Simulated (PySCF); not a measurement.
**Stretching BeN⁺**

Set-up: PySCF, no relativity, basis sets Be 3-21G, N 3-21G. Energies in eV from Be⁺ + N in their ground configurations at the same level. State: ³Σ⁻ (triplet), unpaired electrons π ↑↑.

Curves on a restricted Hartree–Fock reference rise too fast on stretching and do not dissociate correctly.

```json
{"R (Å)": "1.485", "ROHF-CCSD": "-0.916"}
{"R (Å)": "1.551", "ROHF-CCSD": "-1.160"}
{"R (Å)": "1.601", "ROHF-CCSD": "-1.266"}
{"R (Å)": "1.650", "ROHF-CCSD": "-1.324"}
{"R (Å)": "1.700", "ROHF-CCSD": "-1.347"}
{"R (Å)": "1.766", "ROHF-CCSD": "-1.339"}
{"R (Å)": "1.848", "ROHF-CCSD": "-1.291"}
{"R (Å)": "1.947", "ROHF-CCSD": "-1.200"}
```

Problem. Put a parabola through the three lowest points of the ROHF-CCSD curve and estimate Re, k and ωe (reduced mass 5.483 u; 1 eV/Å² = 0.16022 mdyn/Å; ωe = 1302.8·√(k/μ) cm⁻¹).

Solution. Through R = 1.65, 1.7, 1.766 Å the second-order coefficient is 5.01 eV/Å², so Re ≈ 1.721 Å, k ≈ 1.61 mdyn/Å and ωe ≈ 705 cm⁻¹. A polynomial fit of higher order to the unrounded ROHF-CCSD energies gives Re = 1.718 Å, k = 1.43 mdyn/Å, ωe = 666 cm⁻¹; anharmonicity and rounding make the difference.

The higher-order fit for each curve: ROHF-CCSD: Re = 1.718 Å, ωe = 666 cm⁻¹, De = 1.35 eV.

Correlated steps freeze 1 core orbital. For an ion De counts to the pair picked by the measured ionisation energies or electron affinities, which need not be the lowest pair at this level. The CCSD T1 diagnostic is raised, a sign that a single reference may not be enough here. 3-21G is very small, so such numbers show the basis as much as the molecule. The state is the lowest determinant that a PBE0 search found; another state may lie lower at other levels.
